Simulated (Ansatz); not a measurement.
Program: Ansatz. Geometries: PBE0-D4/def2-TZVP. ΔE: electronic, gas phase. CBS: MP2 limit from def2 TZ/QZ plus the TZ coupled-cluster correction, frozen cores. This one scheme is used for every species. Functionals use def2-TZVPP. B3LYP here is the variant with VWN-RPA as its local correlation; programs differ in this. One conformer a species, not always the lowest.

`CO[SiH](C)[SiH3]` + H₂ → `CO[SiH2]C` + SiH₄  (hydrogenolysis of the Si–Si bond)

(1) Is it downhill or uphill in electronic energy at CCSD(T)/CBS, and by how much? (Estimate.)

(2) What do these levels give: r2SCAN-D4, PBE0-D4, B3LYP-D4, ωB97X-V, SCS-MP2/def2-TZVPP, HF/CBS(def2)? (Best estimate.)

Largest T1 diagnostic among the species: 0.011.

Answers

(1) The calculation gave: Downhill: ΔE = -24.9 kJ/mol.

(2) Ansatz gave: r2SCAN-D4 -19.2, PBE0-D4 -16.5, B3LYP-D4 -24.4, ωB97X-V -26.5, SCS-MP2/def2-TZVPP -35.3, HF/CBS(def2) -58.7 kJ/mol.

The D4 term adds +11.5 kJ/mol with B3LYP and +6.7 kJ/mol with PBE0; it sums over pairs of atoms, weighted by their polarisabilities, and B3LYP, whose exchange is more repulsive, gets the larger term. From PBE to PBE0 (25 % exact exchange), in def2-TZVPP and without D4, ΔE moves by −6.0 kJ/mol.
